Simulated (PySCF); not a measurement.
C2H5ClOSi2, SMILES [SiH2](O)C#C[SiH2]Cl.

Coordinates come from a B3LYP-D3(BJ)/def2-SVP optimisation. The structure was generated by enumeration, and PubChem lists no compound with its InChIKey, so it may never have been made. Other conformers were not sampled.

Two levels are set side by side: TDDFT-PBE/def2-SVPD (PySCF) and TDDFT-LC-ωPBE/def2-SVPD (PySCF). Vertical, same geometry. The lowest singlet is HOMO→LUMO 83 %, HOMO−1→LUMO 13 % with PBE and HOMO→LUMO 53 %, HOMO−1→LUMO+1 11 %, HOMO−1→LUMO 10 % with the other functional; states are paired by order. Differences are taken from unrounded values.

```json
[
 {"quantity": "lowest singlet excitation (eV)", "TDDFT-PBE": "5.06"},
 {"quantity": "lowest triplet excitation (TDA) (eV)", "TDDFT-PBE": "4.37"},
 {"quantity": "first bright state (f over 0.05) (eV)", "TDDFT-PBE": "6.41"},
 {"quantity": "its oscillator strength", "TDDFT-PBE": "0.31"}
]
```

### Question
These are the TDDFT-PBE values. What does TDDFT-LC-ωPBE give? (Estimate from the structure and the level; the computed values follow.)

### Answer

```json
[
 {"quantity": "lowest singlet excitation (eV)", "TDDFT-LC-ωPBE": "5.39", "TDDFT-PBE minus TDDFT-LC-ωPBE": "-0.33"},
 {"quantity": "lowest triplet excitation (TDA) (eV)", "TDDFT-LC-ωPBE": "4.35", "TDDFT-PBE minus TDDFT-LC-ωPBE": "0.01"},
 {"quantity": "first bright state (f over 0.05) (eV)", "TDDFT-LC-ωPBE": "7.77", "TDDFT-PBE minus TDDFT-LC-ωPBE": "-1.36"},
 {"quantity": "its oscillator strength", "TDDFT-LC-ωPBE": "0.09", "TDDFT-PBE minus TDDFT-LC-ωPBE": "0.22"}
]
```

Functionals without exact exchange tend to place singlet excitations lower, as here. Differences between two approximate levels are no errors against the true value.

Rough cost on one machine, each run with all the roots and properties that it gave: TDDFT-LC-ωPBE against TDDFT-PBE about 6 times.
